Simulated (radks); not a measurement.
Problem. Hg, 80 electrons, occupied as [Kr] 4d10 4f14 5s2 5p5 5d10 6s2 6p1 (not the ground configuration). All-electron calculation, scalar-relativistic Kohn-Sham, PBE, spin-polarised, spherical densities, point nucleus; open shells are filled with parallel spins first (spin-orbit coupling, left out, can overturn this in heavy ions). Program: a radial shooting solver on a logarithmic mesh with Libxc functionals. Some entries of the table are withheld. Estimate them.

| orbital | occ. | eigenvalue (Ry) | <r> (bohr) | r(max) (bohr) |
|---|---|---|---|---|
| 1s up | 1 | -6114.906 | 0.01658 | 0.01022 |
| 1s down | 1 | -6114.895 | 0.01658 | 0.01022 |
| 2s up | 1 | -1084.252 | 0.06991 | 0.05913 |
| 2s down | 1 | -1084.246 | 0.06991 | 0.05913 |
| 2p up | 3 | -934.8845 | 0.06328 | 0.04906 |
| 2p down | 3 | -934.8751 | 0.06328 | 0.04906 |
| 3s up | 1 | -257.7671 | 0.1806 | 0.1667 |
| 3s down | 1 | -257.7601 | 0.1806 | 0.1667 |
| 3p up | 3 | -214.6213 | 0.1821 | 0.1664 |
| 3p down | 3 | -214.6133 | 0.1821 | 0.1664 |
| 3d up | 5 | -169.2806 | 0.1650 | 0.1355 |
| 3d down | 5 | -169.2725 | 0.1650 | 0.1355 |
| 4s up | 1 | -57.15976 | 0.3992 | 0.3756 |
| 4s down | 1 | -57.14659 | 0.3992 | 0.3756 |
| 4p up | 3 | -43.01712 | 0.4254 | 0.3958 |
| 4p down | 3 | -43.00349 | 0.4254 | 0.3958 |
| 4d up | 5 | -26.25129 | 0.4489 | 0.4027 |
| 4d down | 5 | -26.23525 | 0.4487 | 0.4028 |
| 5s up | 1 | -9.25634 | 0.8973 | 0.8261 |
| 5s down | 1 | -9.18090 | 0.8975 | 0.8255 |
| 4f up | 7 | -7.66310 | 0.4820 | 0.3665 |
| 4f down | 7 | -7.64117 | 0.4813 | 0.3665 |
| 5p up | 3 | -5.41946 | 1.029 | 0.9245 |
| 5p down | 2 | -5.34642 | 1.031 | 0.9247 |
| 5d up | 5 | (1) | 1.418 | 1.141 |
| 5d down | 5 | (2) | 1.425 | 1.145 |
| 6s up | 1 | (3) | (4) | 2.114 |
| 6s down | 1 | (5) | (6) | 2.105 |
| 6p up | 1 | -0.19333 | 3.829 | 2.948 |
| 6p down | 0 | -0.14646 | 3.808 | 2.936 |

Solution. 
(1) 5d up eigenvalue (Ry): -1.13814
(2) 5d down eigenvalue (Ry): -1.08340
(3) 6s up eigenvalue (Ry): -0.70643
(4) 6s up <r> (bohr): 2.521
(5) 6s down eigenvalue (Ry): -0.66624
(6) 6s down <r> (bohr): 2.509
